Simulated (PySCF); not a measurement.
Si(H)2(Me)2 cation (C2H8Si), SMILES C[SiH2]C (connectivity only; charge and spin as stated), charge +1, multiplicity 2.

Coordinates come from a PBE-D3(BJ)/def2-SVP optimisation. The multiplicity is an assumed one; other spin states were not compared. The isomer is the one that the SMILES or the coordinates give; other isomers of the formula were not compared.

All values below come from PBE-D3(BJ)/def2-SVP in PySCF.

Frequencies are harmonic and unscaled.

Computed vibrational spectrum:
```csv
mode,ν (cm⁻¹),IR (km/mol),moving atoms (share of kinetic energy)
1,109,0.0,H 97 %
2,162,0.7,H 92 %
3,204,1.1,"C 54 %, H 29 %, Si 17 %"
4,258,61.6,"C 50 %, Si 32 %, H 17 %"
5,450,3.2,H 94 %
6,507,0.0,H 100 %
7,548,1.4,"C 54 %, H 27 %, Si 19 %"
8,555,26.9,"H 84 %, C 12 %"
9,658,0.0,"H 89 %, C 11 %"
10,752,31.0,"H 85 %, C 14 %"
11,754,27.4,"H 70 %, C 18 %, Si 12 %"
12,761,31.3,"H 82 %, C 9 %, Si 9 %"
13,900,59.0,H 96 %
14,1017,95.5,H 88 %
15,1150,16.5,"H 82 %, C 18 %"
16,1222,42.1,"H 90 %, C 10 %"
17,1230,0.0,"H 91 %, C 9 %"
18,1357,0.4,H 94 %
19,1374,13.2,H 95 %
20,2238,11.6,H 98 %
21,2270,16.3,H 95 %
22,2856,183.2,H 96 %
23,2869,1.1,H 96 %
24,3089,10.4,H 93 %
25,3093,30.7,H 93 %
26,3171,0.0,"H 90 %, C 10 %"
27,3172,43.2,"H 90 %, C 10 %"
```
